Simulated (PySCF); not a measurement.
## What settings do to a single point of [Eu(NH3)3]2+

The sound run of [Eu(NH3)3]2+ (singlet in the valence; each metal's 4f electrons, 7 of them, lie in its core potential, out of spins and levels) uses PySCF 2.14.0, RKS BP86, Eu lcecp-0-SVP with ECP53, N def2-SVP, H def2-SVP; non-relativistic Hamiltonian with scalar-relativistic core potentials where named; density fitting; no spin-orbit coupling, grid (50, 194), threshold 1e-8 Eh and 55 cycles, at the relaxed geometry:

```xyz
13

Eu   -0.0007   -0.0004   -0.0012
N     2.6739    0.0002    0.0023
H     3.1141   -0.2464    0.9094
H     3.1184   -0.6612   -0.6627
H     3.1164    0.9082   -0.2358
N    -1.3370    2.3150    0.0113
H    -1.0378    2.9954    0.7357
H    -1.2764    2.8644   -0.8672
H    -2.3595    2.2359    0.1697
N    -1.3368   -2.3154   -0.0136
H    -2.0312   -2.4301    0.7490
H    -1.8944   -2.4994   -0.8694
H    -0.7490   -3.1661    0.0726
```

There Eu1 has a Mulliken charge of 1.23 e and the dipole about the centre of mass is 0.00 D. Each run below changes one thing and starts from free metal ions and neutral atoms unless it says otherwise; with 55 cycles, smearing, a level shift and second-order steps follow where DIIS fails, and their cycles count. Energy shifts count from the sound run. On f atoms grids over 110 angular points are at least (60, 302).

```
                             change        outcome  cycles  energy shift (eV)  largest force component (eV/Å)  charge on Eu1 (e)  dipole about the centre of mass (D)
             all coordinates × 1.05      converged       9               0.54                            1.74               1.25                                 0.00
spin (2S) set to 8, limit 94 cycles  not converged      94                  –                               –                  –                                    –
                    threshold 1e-05      converged       6             0.0000                            0.01               1.23                                 0.00
                      grid (15, 26)      converged       8               0.66                            2.21               1.22                                 0.12
```

(1) How does the run with this change end: start from a density of up to 30 smeared cycles (not counted)?

Unsound on purpose, so not properties of the compound: grid (15, 26).

Forces carry noise of the integration grid, about 0.01 to 0.03 eV/Å.

A frequency check found unstable modes (2, the lowest at -21 cm⁻¹), so the relaxed geometry is a saddle point, or these are noise. An lcecp potential fixes the number of 4f electrons, so in runs with it no electron can move into or out of that shell.

## Answers

(1) outcome converged, cycles 6, energy shift (eV) 0.0000, largest force component (eV/Å) 0.01, charge on Eu1 (e) 1.23, dipole about the centre of mass (D) 0.00.
